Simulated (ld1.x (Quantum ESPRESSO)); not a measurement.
# Before and after: TM semilocal potential for magnesium

Mg, norm-conserving Troullier–Martins (semilocal form), made with ld1.x (Quantum ESPRESSO) 7.5 (LDA (PZ), scalar-relativistic). Core [He], reference 2s2 2p6 3s2 3p0. Waves: 2p (bound): rc 1.05 bohr; 3d channel at -0.1 Ry: rc 0.85 bohr; 2s (bound): rc 0.70 bohr. Local part: the s channel. Core correction: none.

Occupied shells without a wave of their own: 3s. They enter only through the test configuration that unscreens the potential.

All-electron outer shells of the reference configuration (LDA (PZ), scalar-relativistic, ld1.x):

| shell | level (eV) | outermost node (bohr) | outermost maximum (bohr) |
| --- | --- | --- | --- |
| 1s | -1253.43 | – | 0.09 |
| 2s | -79.28 | 0.18 | 0.55 |
| 2p | -46.72 | – | 0.48 |
| 3s | -4.79 | 0.90 | 2.53 |
| 3p | -1.38 | 0.96 | 3.50 |

Change: core correction a·sin(br)/r model core inside 0.50 bohr (3s counted twice).

Cutoffs: the cutoffs (Ry, on a coarse ladder) from which the occupation-weighted sum of valence levels, in a spherical-Bessel basis at the reference potential, stays within 10 and 1 mRy of its value at 400 Ry; they do not see the model core or the augmentation charge, which bear on the density cutoff. Errors are all-electron minus pseudo energies relative to the spin-unpolarised reference configuration.

Question: Predict the effect on cutoff, ghosts and configuration errors.

Answer: Of the 9 tests that both files solve, the error grows in 8 and shrinks in 1 by more than 15 % and 0.3 meV (median size 75.8 → 205.1 meV); neither file shows a bound ghost at the reference potential, the only one tested. A semilocal file is local in each channel, so a ghost entry of none says nothing of the separable form that plane-wave codes build from it. In the changed file ld1.x takes every shell without a wave as core, so the model core holds the 3s electrons as well and exchange and correlation see them twice. This cancels in the reference configuration, but the file is broken for other ones, and its errors say nothing about a proper core correction. A model core, the more so a compact one, raises the density cutoff, which this test does not measure.

| quantity | base | changed |
| --- | --- | --- |
| cutoff, loose | 260 Ry | 260 Ry |
| cutoff, tight | over 300 Ry | over 300 Ry |
| bound ghosts | none | none |
| error for 2s2 2p6 3s1 3p0, meV [ΔE 8.07 eV] | -32 | -205 |
| error for 2s2 2p6 3s0 3p0, meV [ΔE 23.12 eV] | -88 | -1165 |
| error for 2s2 2p6 3s1.5 3p0, meV [ΔE 3.19 eV] | -13 | -51 |
| error for 2s2 2p5 3s2 3p0, meV [ΔE 58.65 eV] | +99 | +13 |
| error for 2s1 2p6 3s2 3p0, meV [ΔE 90.91 eV] | -124 | -212 |
| error for 2s2 2p6 3s0 3p2, meV [ΔE 7.27 eV] | -180 | -284 |
| error for 2s2 2p6 3s1 3p1, meV [ΔE 3.52 eV] | -76 | -107 |
| error for 2s2 2p6 3s1 3p0 (spin-polarised), meV [ΔE 7.75 eV] | -31 | -348 |
| error for 2s2 2p6 3s1.5 3p0 (spin-polarised), meV [ΔE 3.14 eV] | -13 | -71 |
| s: phases at 1.14 bohr within 0.05 rad from the reference energy up to (Ry; the scan ends near 5) | to the end of the scan | to the end of the scan |
| p: phases at 1.14 bohr within 0.05 rad from the reference energy up to (Ry; the scan ends near 5) | 3.0 | 3.0 |
| d: phases at 1.14 bohr within 0.05 rad from the reference energy up to (Ry; the scan ends near 5) | to the end of the scan | to the end of the scan |

Changed file: These tests converged, but a pseudo level misses the all-electron one widely, so the file describes the atom poorly there or has found another state: 2s2 2p6 3s0 3p0: empty 3p by 2.3 eV.
